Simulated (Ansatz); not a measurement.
Geometry optimisation, RKS PBE/def2-SVP in Ansatz 0.2.0.

Input file:

```yaml
crystal:
  periodic: [false, false, false]
  atoms:
    - { symbol: Hf, position_ang: [0.0, 0.0, 0.0] }
    - { symbol: O, position_ang: [0.0, 0.0, 2.42] }
    - { symbol: H, position_ang: [-0.9095, -0.2814, 2.7571] }
    - { symbol: O, position_ang: [1.952, 0.0, -0.6893] }
    - { symbol: H, position_ang: [2.2684, -0.9521, -0.806] }
    - { symbol: O, position_ang: [-0.975, 1.6891, -0.6893] }
    - { symbol: H, position_ang: [-1.9328, 1.4584, -0.9117] }
    - { symbol: O, position_ang: [-0.975, -1.6891, -0.6893] }
    - { symbol: H, position_ang: [-1.4296, -2.1548, 0.0831] }
    - { symbol: Br, position_ang: [1.5733, 2.3727, 0.946] }
    - { symbol: H, position_ang: [0.7504, 1.1316, 2.2225] }
basis:
  gaussian: { orbitals: def2-SVP }
hamiltonian:
  xc: pbe
relax:
  f_tol: 0.15
  max_steps: 25
  restrain:
    - { distance: [0, 9], at: 2.7, k: 30.0 }
    - { distance: [10, 1], at: 1.01, k: 30.0 }
    - { distance: [0, 1], at: 3.27, k: 30.0 }
    - { distance: [10, 9], at: 2.75, k: 30.0 }
output:
  orbitals: {}
```

Run as:

```bash
$ ansatz run input.yaml --threads 4 --pin off --max-ram 5120MiB --backend cpu --events-out ev --progress --plain --runs-dir out
```

Q: Where does it end, and by what steps?

A: It converged. The restraints hold the end off the free minimum. After 19 steps the energy has fallen by 2.879 eV (the restraints' own energy left out); H5 moved furthest, 1.96 Å. Parted: Hf1–O2 (2.42 → 3.27 Å). Joined: O2–H11 (1.37 → 0.99 Å).

| step | energy less start (eV) | largest force component (eV/Å) | accepted |
| --- | --- | --- | --- |
| 0 | 0.0000 | 2.628 | yes |
| 1 | 0.1509 | 2.638 | yes |
| 2 | 0.0343 | 1.930 | yes |
| 3 | -0.5386 | 2.208 | yes |
| 4 | -1.3505 | 1.227 | yes |
| 5 | -1.8731 | 1.726 | yes |
| 6 | -2.2468 | 1.322 | yes |
| 7 | -2.4308 | 0.913 | yes |
| 8 | -2.5172 | 0.592 | yes |
| 9 | -2.5628 | 0.554 | yes |
| 10 | -2.5991 | 0.549 | yes |
| 11 | -2.6094 | 0.966 | yes |
| 12 | -2.6685 | 0.926 | yes |
| 13 | -2.7595 | 0.645 | yes |
| 14 | -2.7958 | 1.253 | yes |
| 15 | -2.8445 | 0.598 | yes |
| 16 | -2.8596 | 0.807 | yes |
| 17 | -2.8597 | 0.740 | yes |
| 18 | -2.8756 | 0.486 | yes |
| 19 | -2.8790 | 0.693 | yes |

```xyz
11
Properties=species:S:1:pos:R:3
Hf 0.566 0.161 -0.272
O -0.922 -0.091 2.625
H -1.645 0.566 2.592
O 1.604 -0.159 -1.854
H 2.019 -0.432 -2.682
O -1.056 1.141 -0.679
H -1.749 1.496 -1.251
O 0.098 -1.579 0.469
H -0.456 -1.515 1.283
Br 1.989 1.543 1.523
H -0.126 0.443 2.890
```

The run took 46 s on 4 threads of Arm Neoverse V1, on a shared host, peak memory 0.22 GiB.
